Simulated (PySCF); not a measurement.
# Two-component Hartree-Fock for Co(17+) (cobalt, charge +17)

Start: [Ne]. Calculated with PySCF 2.14 in an uncontracted even-tempered set (18 s from 3.8 bohr⁻², ratio 2.4; 12 p from 4.9 bohr⁻², ratio 2.4; 5 d from 23 bohr⁻², ratio 2.6; 5 f from 35 bohr⁻², ratio 2.6): generalised Hartree-Fock with the X2C-1e Hamiltonian and a Gaussian nucleus; one run each with spin-orbit coupling (SO) switched off, then screened by Boettger's factors.

```tsv
spinor shell	electrons	ε, spin-free (eV)	ε, screened SO (eV)	weight of nominal j (screened SO)	rms radius, screened SO (bohr)
1s1/2	2	-8390.2	-8390.2	1.000	0.0648
2s1/2	2	-1541.6	-1541.5	1.000	0.271
2p1/2	2	-1404.7	-1415.3	1.000	0.241
2p3/2	4	-1404.7	-1399.6	1.000	0.244
```

| quantity | spin-free | screened SO |
| --- | --- | --- |
| E (hartree) | -1246.94977 | -1246.97381 |
| M_J | 0 | 0 |
| ⟨J²⟩ | 0.000 | 0.000 |
| ⟨L²⟩ | 0.000 | 0.000 |
| ⟨S²⟩ | 0.000 | 0.000 |

Without spin-orbit coupling the j labels of p, d and f shells carry no meaning; the spin-free column gives the mean over the occupied spinors of each nl shell.
